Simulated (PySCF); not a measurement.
**In: excitation energy**

In [Kr] 4d10 5s2 5p1 (2P) → In [Kr] 4d10 5s2 5d1 (2D), as a difference of total energies. Computed with PySCF 2.14 in aug-cc-pVTZ-DK3 (8s7p5d2f, 68 functions), with the spin-free X2C one-electron Hamiltonian (Gaussian nucleus). Correlated levels: valence: [Kr] 4d10 frozen. The calculations carry no spin-orbit coupling.

```tsv
method	excitation energy (eV)
UHF	3.989
MP2 (valence)	4.020
SCS-MP2 (valence)	4.024
CCSD (valence)	3.952
CCSD(T) (valence)	3.927
```

Problem. How much does correlation contribute at CCSD(T) (valence)?

Solution. 3.927 − (3.989) = -0.062 eV, measured against UHF.

Errors of the correlated levels include the incompleteness of this basis and the frozen core.

The coupled-cluster amplitudes are large for the upper state (T1 above 0.03 or a double amplitude above 0.15), so a single reference is strained.

For comparison: 3.897 eV (measured; NIST levels, between the centres of gravity of the two terms).
